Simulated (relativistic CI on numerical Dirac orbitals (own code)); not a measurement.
# What each ingredient does to the levels of Tc¹⁴⁺

Base calculation: Dirac-Coulomb-Breit CI, orbitals from a KLI potential per configuration, model QED, unscaled Slater integrals.

Configuration list (outside the closed core [Ar]): 3d10 4s, 3d10 4p, 3d10 4d, 3d10 4f, 3d10 5s, 3d10 5p, 3d10 5d, 3d10 5f, 3d10 5g, 3d10 6s, 3d9 4s2, 3d10 6p, 3d10 6d, 3d10 6f, 3d10 7s, 3d9 4s 4p, 3d10 8s, 3d9 4s 4d, 3d9 4s 4f, 3d9 4s 5s, 3d9 4s 5p, 3d9 4s 5d, 3d9 4s 5f, 3d9 4s 5g. Double excitations out of closed p, d and f shells are left out; levels of such configurations are missing from the list, as are those of other unlisted configurations, and high levels can miss mixing partners.

Variants: (1) QED terms removed. Shifts of the energy above 3d10 4s 2S_1/2, in cm⁻¹, for the lowest level and the first level of each name with at least 55 % of one term (blank where a level changes its place among those of its configuration and J or its character, or is not in the variant):

```
          Level     Base  Δ(1)
 3d10 4s 2S_1/2        0     0
3d10 4p 2P°_1/2   249976  +891
3d10 4p 2P°_3/2   286500  +818
 3d10 4d 2D_3/2   695310  +892
 3d10 4d 2D_5/2   701499  +872
3d10 4f 2F°_5/2  1109943  +856
3d10 4f 2F°_7/2  1110062  +852
 3d10 5s 2S_1/2  1202458  +489
3d10 5p 2P°_1/2  1312704  +865
3d10 5p 2P°_3/2  1328147  +833
 3d10 5d 2D_3/2  1507986  +867
 3d10 5d 2D_5/2  1510769  +857
3d10 5f 2F°_5/2  1688920  +852
3d10 5f 2F°_7/2  1689051  +850
```

At this charge energies of transitions that change n are usually good to better than 1 %, and those within a shell (Δn = 0) to a few per cent.

Ionisation energy from the two ground configurations alone: base 337.208 eV; QED terms removed 337.314 eV. The NIST ASD value (semi-empirical) is 338.55 eV.

LS names give the leading component of a level, which can be under half, so a name can repeat, a term be missing and a line seem to break the LS rules.
